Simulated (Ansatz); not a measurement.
Frontier orbitals of `FC(F)C#CC(F)F`.

Cartesian coordinates in Å:
```
F -1.795 -1.520 1.585
C -1.698 -1.127 0.294
F -1.672 -2.238 -0.477
C -0.482 -0.343 0.094
C 0.482 0.343 -0.091
C 1.698 1.127 -0.293
F 1.810 1.492 -1.591
F 1.658 2.255 0.453
H -2.596 -0.554 0.041
H 2.595 0.564 -0.016
```

The species carries charge 0 and has multiplicity 1. The structure was optimised at the PBE0-D4/def2-TZVP level. Basis def2-TZVPP, the Gaussian-basis code of Ansatz.

Orbital energies of one run (eV). Highest occupied ones, from the top: -8.22, -8.31, -9.46, -9.74, -10.63, -10.68, -11.20, -11.20, -11.28, -11.39, -14.73, -14.79, -14.80, -14.89. Empty: -1.54, -1.31, 1.16, 1.23, 2.45, 2.80.

Problem. Which functional gave them?
A. PBE0
B. ωB97M-V
C. B97M-V
D. CAM-B3LYP

Solution. C. HOMO energies: B97M-V -8.22, ωB97M-V -11.53, PBE0 -9.26, CAM-B3LYP -10.68 eV.
